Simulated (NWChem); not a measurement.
Everything below was run with NWChem. System: BeF$_{2}$, charge 0, spin multiplicity 1, at a geometry optimised with B3LYP/def2-SVP. The structure started from a generated list of species. Level: BLYP/def2-TZVP.

The NWChem input:

```
start mol
memory heap 200 mb stack 900 mb global 1100 mb
geometry units angstroms nocenter noautoz
  Be     0.000000     0.000000     0.000000
  F      0.000000     0.000000     1.386504
  F      0.000000     0.000000    -1.386504
  symmetry group D2h
end
basis spherical
  * library def2-tzvp
end
dft
  xc becke88 lyp
  semidirect memsize 60000000 filesize 0
  iterations 100
end
task dft energy
```

Output (cleaned and shortened):

```
             Northwest Computational Chemistry Package (NWChem) 7.3.0
             --------------------------------------------------------

                                NWChem Input Module
                                -------------------

 Scaling coordinates for geometry "geometry" by  1.889725989
 (inverse scale =  0.529177249)

 Turning off AUTOSYM since
 SYMMETRY directive was detected!

                             Geometry "geometry" -> ""
                             -------------------------

 Output coordinates in angstroms (scale by  1.889725989 to convert to a.u.)

  No.       Tag          Charge          X              Y              Z
 ---- ---------------- ---------- -------------- -------------- --------------
    1 Be                   4.0000     0.00000000     0.00000000     0.00000000
    2 F                    9.0000     0.00000000     0.00000000     1.38650400
    3 F                    9.0000     0.00000000     0.00000000    -1.38650400

 Effective nuclear repulsion energy (a.u.)      42.9370852969

            Nuclear Dipole moment (a.u.)
            ----------------------------
        X                 Y               Z
 ---------------- ---------------- ----------------
     0.0000000000     0.0000000000     0.0000000000

      Symmetry information
      --------------------

 Group name             D2h
 Group number             26
 Group order               8
 No. of unique centers     2

      Symmetry unique atoms

     1    2


 Summary of "ao basis" -> "" (spherical)
 ------------------------------------------------------------------------------
       Tag                 Description            Shells   Functions and Types
 ---------------- ------------------------------  ------  ---------------------
 *                         def2-tzvp                  on all atoms

                                 NWChem DFT Module
                                 -----------------

 Summary of "ao basis" -> "ao basis" (spherical)
 ------------------------------------------------------------------------------
       Tag                 Description            Shells   Functions and Types
 ---------------- ------------------------------  ------  ---------------------
 Be                        def2-tzvp                 9       19   5s3p1d
 F                         def2-tzvp                11       31   5s3p2d1f

 Summary of "ao basis" -> "ao basis" (spherical)
 ------------------------------------------------------------------------------
       Tag                 Description            Shells   Functions and Types
 ---------------- ------------------------------  ------  ---------------------
 Be                        def2-tzvp                 9       19   5s3p1d
 F                         def2-tzvp                11       31   5s3p2d1f

      Symmetry analysis of basis
      --------------------------

        ag         21
        au          3
        b1g         4
        b1u        17
        b2g         8
        b2u        10
        b3g         8
        b3u        10

            General Information
            -------------------
          SCF calculation type: DFT
          Wavefunction type:  closed shell.
          No. of atoms     :     3
          No. of electrons :    22
           Alpha electrons :    11
            Beta electrons :    11
          Charge           :     0
          Spin multiplicity:     1
          Use of symmetry is: on ; symmetry adaption is: on
          Maximum number of iterations: 100
[...]
 !! scf_movecs_sym_adapt:   36 vectors were symmetry contaminated

  Symmetry fudging

 !! scf_movecs_sym_adapt:   36 vectors were symmetry contaminated

  Resetting Diis
 d= 0,ls=0.0,diis     6   -214.6710704278 -2.53D-06  2.74D-06  1.48D-07     1.3

 !! scf_movecs_sym_adapt:   36 vectors were symmetry contaminated

  Symmetry fudging

 !! scf_movecs_sym_adapt:   36 vectors were symmetry contaminated

 d= 0,ls=0.0,diis     7   -214.6710704371 -9.37D-09  7.45D-07  2.85D-09     1.3

         Total DFT energy =     -214.671070437131
      One electron energy =     -384.343122587023
           Coulomb energy =      150.627792309122
    Exchange-Corr. energy =      -23.892825456110
 Nuclear repulsion energy =       42.937085296881

 Numeric. integr. density =       21.999999724458

     Total iterative time =      1.0s

                  Occupations of the irreducible representations
                  ----------------------------------------------

                     irrep           alpha         beta
                     --------     --------     --------
                     ag                4.0          4.0
                     au                0.0          0.0
                     b1g               0.0          0.0
                     b1u               3.0          3.0
                     b2g               1.0          1.0
                     b2u               1.0          1.0
                     b3g               1.0          1.0
                     b3u               1.0          1.0

                       DFT Final Molecular Orbital Analysis
                       ------------------------------------

 Vector    9  Occ=2.000000D+00  E=-3.765733D-01  Symmetry=b3u
              MO Center= -2.1D-15,  1.5D-30, -5.7D-17, r^2= 2.3D+00
   Bfn.  Coefficient  Atom+Function         Bfn.  Coefficient  Atom+Function
  ----- ------------  ---------------      ----- ------------  ---------------
    25      0.333527  2 F  px                56      0.333527  3 F  px
    28      0.266397  2 F  px                59      0.266397  3 F  px
     6     -0.183968  1 Be px                31      0.174453  2 F  px
    62      0.174453  3 F  px                12      0.032779  1 Be px

 Vector   10  Occ=2.000000D+00  E=-3.536688D-01  Symmetry=b3g
              MO Center=  1.6D-30, -1.2D-15, -4.9D-17, r^2= 2.4D+00
   Bfn.  Coefficient  Atom+Function         Bfn.  Coefficient  Atom+Function
  ----- ------------  ---------------      ----- ------------  ---------------
    26      0.356760  2 F  py                57     -0.356760  3 F  py
    29      0.282426  2 F  py                60     -0.282426  3 F  py
    32      0.185952  2 F  py                63     -0.185952  3 F  py
    16      0.066010  1 Be d -1

 Vector   11  Occ=2.000000D+00  E=-3.536688D-01  Symmetry=b2g
              MO Center=  5.1D-15, -5.7D-30,  7.5D-17, r^2= 2.4D+00
   Bfn.  Coefficient  Atom+Function         Bfn.  Coefficient  Atom+Function
  ----- ------------  ---------------      ----- ------------  ---------------
    25      0.356760  2 F  px                56     -0.356760  3 F  px
    28      0.282426  2 F  px                59     -0.282426  3 F  px
    31      0.185952  2 F  px                62     -0.185952  3 F  px
    18     -0.066010  1 Be d  1

 Vector   12  Occ=0.000000D+00  E=-5.414342D-02  Symmetry=ag
              MO Center=  6.0D-14, -1.0D-14, -1.6D-16, r^2= 5.7D+00
   Bfn.  Coefficient  Atom+Function         Bfn.  Coefficient  Atom+Function
  ----- ------------  ---------------      ----- ------------  ---------------
     5      0.890234  1 Be s                 23     -0.152380  2 F  s
    54     -0.152380  3 F  s                 17     -0.148748  1 Be d  0
     3      0.132221  1 Be s                  2     -0.091389  1 Be s
    30      0.089185  2 F  pz                61     -0.089185  3 F  pz
    27      0.085923  2 F  pz                58     -0.085923  3 F  pz

 Vector   13  Occ=0.000000D+00  E= 9.570940D-03  Symmetry=b3u
              MO Center= -6.9D-14,  3.1D-29,  2.7D-18, r^2= 4.0D+00
   Bfn.  Coefficient  Atom+Function         Bfn.  Coefficient  Atom+Function
  ----- ------------  ---------------      ----- ------------  ---------------
    12      0.757763  1 Be px                 6     -0.477911  1 Be px
    31     -0.187232  2 F  px                62     -0.187232  3 F  px
    25     -0.174212  2 F  px                56     -0.174212  3 F  px
    28     -0.132073  2 F  px                59     -0.132073  3 F  px
     9      0.028400  1 Be px

 Vector   14  Occ=0.000000D+00  E= 9.570940D-03  Symmetry=b2u
              MO Center= -4.7D-30,  1.1D-14,  8.1D-17, r^2= 4.0D+00
   Bfn.  Coefficient  Atom+Function         Bfn.  Coefficient  Atom+Function
  ----- ------------  ---------------      ----- ------------  ---------------
    13      0.757763  1 Be py                 7     -0.477911  1 Be py
    32     -0.187232  2 F  py                63     -0.187232  3 F  py
    26     -0.174212  2 F  py                57     -0.174212  3 F  py
    29     -0.132073  2 F  py                60     -0.132073  3 F  py
    10      0.028400  1 Be py

 center of mass
 --------------
 x =   0.00000000 y =   0.00000000 z =   0.00000000

 moments of inertia (a.u.)
 ------------------
         260.847661802334           0.000000000000           0.000000000000
           0.000000000000         260.847661802334           0.000000000000
           0.000000000000           0.000000000000           0.000000000000

     Multipole analysis of the density
     ---------------------------------

     L   x y z        total         alpha         beta         nuclear
     -   - - -        -----         -----         ----         -------
     0   0 0 0     -0.000000    -11.000000    -11.000000     22.000000

     1   1 0 0     -0.000000     -0.000000     -0.000000      0.000000
     1   0 1 0     -0.000000     -0.000000     -0.000000      0.000000
     1   0 0 1      0.000000      0.000000      0.000000      0.000000

     2   2 0 0     -9.824959     -4.912479     -4.912479      0.000000
     2   1 1 0     -0.000000     -0.000000     -0.000000      0.000000
     2   1 0 1      0.000000      0.000000      0.000000      0.000000
     2   0 2 0     -9.824959     -4.912479     -4.912479      0.000000
     2   0 1 1      0.000000      0.000000      0.000000      0.000000
     2   0 0 2    -15.391578    -69.480701    -69.480701    123.569825

 Task  times  cpu:        1.3s     wall:        1.3s

 Total times  cpu:        1.4s     wall:        1.4s
```
